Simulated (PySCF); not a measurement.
**Ir⁺ (iridium, charge +1) across methods**

[Xe] 4f14 5d6 6s1 7s1, high-spin 7D determinant (an excited configuration). All numbers are calculated (PySCF 2.14, scalar relativity through the core potential, in aug-cc-pwCVDZ-PP with ECP60MDF (6s6p5d3f, 70 functions)).

| method | E (hartree) | mean ε 5d β (eV) | mean ε 6s α (eV) | mean ε 7s α (eV) | Σ⟨r²⟩ (bohr²) | ⟨S²⟩ |
| --- | --- | --- | --- | --- | --- | --- |
| BLYP | -103.5991 | -20.208 | -18.643 | -5.438 | 79.69 | 12.001 |
| PBE | -103.6562 | -20.146 | -18.859 | -5.661 | 79.27 | 12.001 |
| BHandHLYP | -103.5083 | -23.438 | -20.483 | -6.071 | 82.06 | 12.001 |
| LDA | -103.4174 | -20.164 | -19.190 | -5.701 | 78.84 | 12.000 |
| r2SCANh | -103.6603 | -20.919 | -19.510 | -5.762 | 80.36 | 12.001 |
| PBE0 | -103.6250 | -21.783 | -19.792 | -5.989 | 80.54 | 12.001 |
| r2SCAN | -103.6793 | -20.283 | -19.147 | -5.640 | 80.11 | 12.001 |
| wB97X | -103.6063 | -24.459 | -21.569 | -6.800 | 83.30 | 12.001 |
| UHF | -102.95789 | -25.554 | -21.986 | -6.624 | 84.88 | 12.003 |

Energies and moments cover only the electrons outside the core potential. Spin-orbit coupling, absent here, splits the open shell strongly. The outer electron is Rydberg-like, and this basis confines it to a smaller radius and binds it less than a complete one would.
